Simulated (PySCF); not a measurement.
A structure optimised at PBE-D3(BJ)/def2-SVP, used in a PySCF frequency run:

```
Si
O 1 1.6498
C 2 1.4191 1 124.55
H 3 1.1084 2 108.32 1 -172.34
H 3 1.1121 4 108.45 2 121.05
H 3 1.1128 4 108.52 5 117.57
O 1 1.6543 2 109.15 3 -67.14
H 7 0.9727 1 115.67 2 177.61
O 1 1.6545 2 110.01 3 172.94
H 9 0.9729 1 115.28 2 -65.72
Cl 1 2.0886 2 108.43 3 52.89
```
Charge 0, spin multiplicity 1.

Problem. Write its SMILES and formula.

Solution. CO[Si](O)(O)Cl, CH₅ClO₃Si

Problem. What are its rotational constants (standard atomic weights)?

Solution. 2.4112, 2.0616, 1.5758 GHz
